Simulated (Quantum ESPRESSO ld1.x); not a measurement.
Question: The aim is neutral krypton in [Kr]. This ld1.x (Quantum ESPRESSO 7.5) run was made with `OMP_NUM_THREADS=1 ld1.x < ld1.in > ld1.out`. Can the result be used? Name any fault.

```
 &input
    zed=36.0,
    iswitch=1,
    rel=1,
    lsd=1,
    dft='PW91',
    config='[Kr]',
    lsmall=.true.,
    prefix='ld1',
    max_out_wfc=37,
    file_charge='ld1.rho',
 /
```

Output (excerpt):

```
     Program LD1 v.7.5 starts

     --------------------------- All-electron run ----------------------------

     scalar relativistic calculation

     atomic number is 36.00
     dft =PW91   lsd =1 sic =0 latt =0  beta=0.20 tr2=1.0E-14
     Exchange-correlation= PW91
                           (   1   4   2   2   0   0   0)
     mesh =2025 r(mesh) = 100.33164 a.u. xmin = -8.00 dx = 0.00800
     1 Ry =  13.60569312 eV, c = 137.03599908

     n l     nl                  e(Ry)          e(Ha)          e(eV)
     1 0     1S 1( 1.00)     -1040.8168      -520.4084    -14161.0343
     2 0     2S 1( 1.00)      -137.0640       -68.5320     -1864.8503
     2 1     2P 1( 3.00)      -121.2047       -60.6023     -1649.0734
     3 0     3S 1( 1.00)       -19.4019        -9.7009      -263.9763
     3 1     3P 1( 3.00)       -14.3520        -7.1760      -195.2690
     4 0     4S 1( 1.00)        -1.6994        -0.8497       -23.1218
     4 1     4P 1( 3.00)        -0.6835        -0.3418        -9.3001
     3 2     3D 1( 5.00)        -5.9915        -2.9957       -81.5185
     1 0     1S 2( 1.00)     -1040.8168      -520.4084    -14161.0343
     2 0     2S 2( 1.00)      -137.0640       -68.5320     -1864.8503
     2 1     2P 2( 3.00)      -121.2047       -60.6023     -1649.0734
     3 0     3S 2( 1.00)       -19.4019        -9.7009      -263.9763
     3 1     3P 2( 3.00)       -14.3520        -7.1760      -195.2690
     4 0     4S 2( 1.00)        -1.6994        -0.8497       -23.1218
     4 1     4P 2( 3.00)        -0.6835        -0.3418        -9.3001
     3 2     3D 2( 5.00)        -5.9915        -2.9957       -81.5185

     final scf error:  4.2E-15 reached in  43 iterations

     Etot =   -5573.692898 Ry,   -2786.846449 Ha,  -75833.955131 eV
     Total magnetization:    0.00 Bohr mag.

     Ekin =    5709.274125 Ry,    2854.637062 Ha,   77678.631696 eV
     Encl =  -13461.597708 Ry,   -6730.798854 Ha, -183154.367361 eV
     Eh   =    2364.758621 Ry,    1182.379311 Ha,   32174.180114 eV
     Exc  =    -186.127936 Ry,     -93.063968 Ha,   -2532.399580 eV
```

Answer: No (silently wrong). The line at issue: rel=1 lsd=1 dft='PW91'. The run ends normally, but in this build (ld1.x 7.5) Etot and Exc of a spin-polarised run lack the gradient corrections of exchange and correlation and come out near their LSDA values (nitrogen, PBE: -54.132 hartree against -54.536 from two other codes). The eigenvalues and orbitals are those of the GGA; the energies must not be used. The sound input gives -2788.693 hartree.
